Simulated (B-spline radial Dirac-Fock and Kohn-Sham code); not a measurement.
**The free silver atom: differential elastic cross section for electrons at 121 eV**

Level of theory: relativistic (Dirac) partial waves in the static field of the Dirac-Fock atom with Furness-McCarthy exchange, without polarisation or absorption potentials; a radial B-spline solver. Below a few hundred eV the neglected polarisation potential matters, most of all at small angles.

| θ (°) | dσ/dΩ (Å²/sr) | Sherman function |
| --- | --- | --- |
| 0 | 10.2 | 0.000 |
| 0.5 | 10.2 | 0.000 |
| 1 | 10.1 | 0.000 |
| 2 | 10.0 | 0.000 |
| 4 | 9.51 | 0.000 |
| 8 | 7.94 | 0.001 |
| 12 | 6.26 | 0.002 |
| 16 | 4.88 | 0.005 |
| 24 | 2.99 | 0.012 |
| 32 | 1.61 | 0.022 |
| 45 | 0.218 | 0.064 |
| 60 | 0.136 | -0.094 |
| 75 | 0.470 | -0.036 |
| 90 | 0.257 | -0.023 |
| 105 | 0.0116 | 0.134 |
| 120 | 0.0610 | 0.011 |
| 135 | 0.0620 | -0.041 |
| 150 | 0.0941 | -0.037 |
| 165 | 0.440 | -0.005 |
| 180 | 0.694 | 0.000 |

The total elastic cross section is 6.30 Å², the first transport cross section 2.27 Å² and the second, weighted with (3/2) sin²θ, 3.12 Å². The mean deflection is ⟨1 − cos θ⟩ = 0.361, and 10 % of the collisions scatter beyond 90°.

On this grid of angles the cross section has minima near 60°, 105°, from interference among the few low partial waves with large phase shifts.

Values without a named source are computed, but for edge energies of neutral atoms, which are taken from tables.
